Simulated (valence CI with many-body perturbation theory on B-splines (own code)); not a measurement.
**Ta58+: fill in the table**

Method: relativistic CI+MBPT: five valence electrons over a frozen Dirac-Fock core [Ne], radial functions for each j: 9 s, 9 p, 8 d, 6 f, 3 g, 1 h, with the one-electron correlation potential Σ1, the two-electron term Σ2, the three-electron term Σ3, Breit, model QED; selected CI, second order for the rest (own B-spline code, finite nucleus).

No measured spectrum was set against this ion. As an estimate, large intervals hold to a few tenths of a per cent, small ones and those within an open d or f shell to about a per cent. Among the levels kept, up to 550 cm⁻¹ of a level comes from second order outside the variational space, and about a tenth of that is noise between levels of different J, which matters for small intervals.

```tsv
Level	E (eV)
(3s^2 3p1/2^2 3p3/2) J=3/2	0.00
(3s^2 3p1/2^2 3d3/2) J=3/2	225.65
(3s^2 3p1/2^2 3d5/2) J=5/2	314.68
(3s^2 3p1/2 3p3/2^2) J=3/2	?
(3s^2 3p1/2 3p3/2^2) J=5/2	330.78
(3s^2 3p1/2 3p3/2^2) J=1/2	?
(3s 3p1/2^2 3p3/2^2) J=5/2	489.82
(3s 3p1/2^2 3p3/2^2) J=3/2	?
(3s 3p1/2^2 3p3/2^2) J=1/2	?
(3s^2 3p1/2 3p3/2 3d3/2) J=5/2 [a]	542.33
(3s^2 3p1/2 3p3/2 3d3/2) J=1/2 [a]	?
(3s^2 3p1/2 3p3/2 3d3/2) J=3/2 [a]	545.72
(3s^2 3p1/2 3p3/2 3d3/2) J=7/2	?
(3s^2 3p1/2 3p3/2 3d3/2) J=5/2 [b]	583.59
(3s^2 3p1/2 3p3/2 3d3/2) J=1/2 [b]	593.47
(3s^2 3p1/2 3p3/2 3d3/2) J=3/2 [b]	594.04
(3s^2 3p1/2 3p3/2 3d5/2) J=7/2 [a]	618.87
(3s^2 3p1/2 3p3/2 3d5/2) J=3/2 [a]	630.97
(3s^2 3p1/2 3p3/2 3d5/2) J=9/2	631.61
(3s^2 3p1/2 3p3/2 3d5/2) J=5/2 [a]	634.48
```

Levels are named by their leading jj configuration (3d3/2^4 stands for four electrons in 3d with j = 3/2), which in mixed levels can hold well under half, so a name can repeat and another be missing. Letters in brackets count levels of one name in rising energy.

Task: The levels stand in rising order. What does the calculation give for the missing energies?

Result: (3s^2 3p1/2 3p3/2^2) J=3/2 319.15; (3s^2 3p1/2 3p3/2^2) J=1/2 345.87; (3s 3p1/2^2 3p3/2^2) J=3/2 519.19; (3s 3p1/2^2 3p3/2^2) J=1/2 520.93; (3s^2 3p1/2 3p3/2 3d3/2) J=1/2 [a] 545.53; (3s^2 3p1/2 3p3/2 3d3/2) J=7/2 554.44.
